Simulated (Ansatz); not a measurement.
A made-up structure of HTeO$_{2}$ (charge -1), closed shell:

```xyz
4
angstrom
O -0.7592 0.5879 0.5842
Te 0.1914 -0.3347 1.8780
O -0.1550 -0.3031 -1.1489
H 0.7227 0.0500 -1.3133
```

It is relaxed with PBE-D4/def2-SVPD and then PBE0-D4/def2-TZVPD (Ansatz 0.2.0). Atoms count as bonded within 1.22 times the sum of their covalent radii (H–H: 0.88 Å). The end point is not checked to be a true minimum.

**Question.** Does its bonding change? (A judgement: the text doesn't fix the answer.)

**Answer.** The calculation gives: Yes. Formed: O1–O3; broken: none.

Where it ends: The first stage lowers the energy by 0.62 eV in 11 steps. It ends as HTeO₂ ([OH][O][Te]), total charge -1:
```tsv
atom	x (Å)	y (Å)	z (Å)
O1	-0.7636	0.4247	0.1972
Te2	0.3210	-0.3036	1.7703
O3	-0.2575	-0.0900	-1.0553
H4	0.7001	-0.0310	-0.9122
```

Labels in which every atom is bracketed show which atoms are joined, not bond orders.

For scale, one of the runs: PBE0-D4/def2-TZVPD relaxation, 148 basis functions, launched by `ansatz run in.yaml --threads 2 --pin off --events-out ev --progress --plain --max-ram 4352MiB`. Hardware: 2 CPU threads of an Arm Neoverse V1, shared host. Wall time about 24 s.
